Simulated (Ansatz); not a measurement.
Geometry optimisation, Ansatz 0.2.0, RKS PBE/def2-SVP.

Input:

```yaml
crystal:
  periodic: [false, false, false]
  atoms:
    - { symbol: In, position_ang: [0.111072, -0.697476, -0.56984] }
    - { symbol: Cl, position_ang: [0.054619, -0.072837, 3.008247] }
    - { symbol: Cl, position_ang: [2.046999, 0.533102, -1.081893] }
    - { symbol: Cl, position_ang: [-2.002103, 0.038184, -1.302175] }
    - { symbol: S, position_ang: [0.296703, -2.902468, 0.509586] }
    - { symbol: H, position_ang: [-1.028943, -3.175958, 0.313163] }
    - { symbol: H, position_ang: [0.064453, -1.343247, 2.575514] }
basis:
  gaussian: { orbitals: def2-SVP }
hamiltonian:
  xc: pbe
relax:
  f_tol: 0.03
  max_steps: 50
```

Command:

```bash
$ ansatz run input.yaml --threads 2 --pin off --max-ram 3072MiB --backend cpu --events-out ev --progress --plain --runs-dir out
```

Question: Where does it end, and by what steps?

Answer: The forces met the threshold. After 11 steps the energy has fallen by 0.194 eV; Cl2 moved furthest, 0.54 Å. Joined: In1–Cl2 (3.63 → 2.81 Å).

| step | energy less start (eV) | largest force component (eV/Å) | accepted |
| --- | --- | --- | --- |
| 0 | 0.0000 | 0.745 | yes |
| 1 | -0.0817 | 0.278 | yes |
| 2 | -0.1495 | 0.441 | yes |
| 3 | -0.1573 | 0.469 | yes |
| 4 | -0.1514 | 0.383 | no |
| 5 | -0.1862 | 0.123 | yes |
| 6 | -0.1813 | 0.200 | no |
| 7 | -0.1913 | 0.069 | yes |
| 8 | -0.1928 | 0.063 | yes |
| 9 | -0.1940 | 0.035 | yes |
| 10 | -0.1936 | 0.080 | no |
| 11 | -0.1943 | 0.019 | yes |

```xyz
7
Properties=species:S:1:pos:R:3
In 0.126 -0.595 -0.281
Cl -0.052 -0.143 2.484
Cl 2.076 0.543 -0.944
Cl -1.983 0.042 -1.123
S 0.315 -2.899 0.638
H -1.030 -3.092 0.506
H 0.091 -1.477 2.173
```

Whether the end is a true minimum wasn't checked by a vibrational analysis.

Time of the run: 29 s on 2 threads of Arm Neoverse V2, on a shared host, peak memory 0.16 GiB.
